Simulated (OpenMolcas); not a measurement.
Re4+ in a point-charge field

Re4+ among 6 point charges of -1 e arranged as an octahedron (Oh), 2.22 Å from the ion.
```
   2.2200    0.0000    0.0000  -1.00
   0.0000    2.2200    0.0000  -1.00
  -2.2200    0.0000    0.0000  -1.00
   0.0000   -2.2200    0.0000  -1.00
   0.0000    0.0000    2.2200  -1.00
   0.0000    0.0000   -2.2200  -1.00
```

| Quantity | Value |
| --- | --- |
| Program | OpenMolcas 26.06 |
| Method | CASSCF |
| Basis | ANO-RCC-VDZP [7s6p4d2f1g] |
| Scalar Hamiltonian | DKH2, point nucleus |
| Active space | 3 electrons in 5 orbitals (5d) |
| State averaging | 2S+1 = 4 even, 10 roots; 2S+1 = 2 even, 40 roots |
| Spin-orbit coupling | state interaction with AMFI integrals over the reference wave functions |

The lowest spin-free states (labels of O, the rotations of Oh), above the lowest:

```tsv
State	Degeneracy	E (cm-1)	Free-ion L (%)
4A2	1	0.0	F (100)
4T2	3	4198	F (100)
4T1	3	7306	F (97)
2E	2	15072	G (76)
2T1	3	15664	G (67)
2A1	1	17511	G (100)
4T1	3	17729	P (97)
2T2	3	18444	G (84)
2T2	3	20547	H (75)
2T1	3	20780	H (52)
2E	2	22405	H (55)
2T1	3	23771	P (52)
2T1	3	24950	H (82)
2T2	3	26009	D (68)
2E	2	28675	D (47)
2A2	1	33962	F (100)
2T2	3	34443	F (97)
2T1	3	35932	F (96)
2E	2	52137	D (99)
2T2	3	53373	D (97)
```

The lowest levels with spin-orbit coupling:

```
E (cm-1)  Degeneracy  Label      2S+1               g
     0.0           4     Γ8  4 (88 %)                
    5698           4     Γ8         4                
    7081           2     Γ7         4  0.64 0.64 0.64
   10499           4     Γ8         4                
   10518           2     Γ6  4 (88 %)  2.90 2.90 2.90
   11842           2     Γ7  4 (89 %)  2.56 2.56 2.56
   13436           4     Γ8  4 (58 %)                
   14266           4     Γ8  4 (59 %)                
   15685           2     Γ6  4 (65 %)  4.39 4.39 4.39
   17286           4     Γ8  4 (57 %)                
   18020           2     Γ6  4 (54 %)  1.89 1.89 1.89
   21276           4     Γ8  2 (66 %)                
   22177           2     Γ6  2 (73 %)  1.20 1.20 1.20
   23175           4     Γ8  2 (63 %)                
   23967           2     Γ7  2 (90 %)  2.56 2.56 2.56
   24443           4     Γ8  2 (79 %)                
   24989           2     Γ6  2 (72 %)  3.11 3.11 3.11
   25424           2     Γ7  4 (87 %)  2.58 2.58 2.58
   25530           4     Γ8  4 (86 %)                
   29551           2     Γ6  2 (77 %)  1.48 1.48 1.48
```

Powder χT (cm3 K/mol): 0.0963 at 2 K, 0.0972 at 10 K, 0.102 at 50 K, 0.107 at 100 K, 0.119 at 200 K, 0.13 at 300 K. The effective moment at 300 K is 2.828 √(χT) = 1.02 μB.

A least-squares ligand-field fit to the states below 45000 cm-1, each weighted by its degeneracy and with a free common offset, gives 10Dq = 4351 cm-1, B = 821 cm-1 and C = 3371 cm-1 (C/B = 4.11), with an rms deviation of 59 cm-1.

Spin-orbit coupling mixes the spin-free states strongly: the lowest level takes only 37 % from its leading state, 4A2. Without dynamic correlation the repulsion within the d shell is too large (B by tens of per cent), so at a given field states of lower spin stand too high. This field is weak: 10Dq is about 4351 cm-1, while octahedral complexes of 5d ions of charge 3 and more, computed by the same method with explicit ligands, had a median near 35000 cm-1. Ground spin and moment need not be those of a real site. Point charges carry no covalency, so the field is a model and not that of real ligands. No measured value stands beside these numbers.

The RASSCF and RASSI steps took 12 s on 1 thread of Arm Neoverse V1, on a shared host; the integral step is not counted.
